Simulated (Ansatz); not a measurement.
This geometry of ClGaH$_{4}$O (7 atoms, charge 0, multiplicity 1) is a first-order saddle point.

All numbers below come from RHF/def2-SVP in Ansatz.

```xyz
7
Properties=species:S:1:pos:R:3
Ga 0.032 -0.286 -0.243
Cl 0.025 -0.098 2.465
H 1.429 0.281 -0.618
H -1.397 0.107 -0.733
O 0.103 -1.996 0.535
H -0.575 -2.638 0.379
H 0.075 -1.333 1.771
```

Q: Which two structures does it join? (They come from a converged band through this point; their orientation in space is the band's.)

A: Bonds broken: Ga1–Cl2, O5–H7. Bonds formed: Cl2–H7. ClGaH4O becomes ClH + GaH3O.

Image 0:

```xyz
7
Properties=species:S:1:pos:R:3
Ga 0.034 0.034 0.084
Cl -0.047 0.591 2.232
H 1.431 0.238 -0.587
H -1.359 0.047 -0.641
O 0.088 -2.069 0.612
H -0.591 -2.652 0.299
H 0.134 -2.153 1.559
```

Image 6:

```xyz
7
Properties=species:S:1:pos:R:3
Ga -0.133 -0.320 -0.785
Cl 0.878 -0.997 3.497
H 0.808 0.884 -0.488
H -0.881 -0.674 -2.114
O -0.385 -1.434 0.599
H -0.942 -2.190 0.499
H 0.344 -1.233 2.349
```

Q: How far does it lie above each of them?

A: 1.49 eV above the first and 0.21 eV above the second. This is the barrier of this one path; another mechanism may lie lower. The orbitals stay closed-shell, which can raise the energy where a bond breaks towards radicals; this wasn't checked here.

The run took 2.3 min on 1 thread of Arm Neoverse V1, on a shared host, peak memory 0.16 GiB.
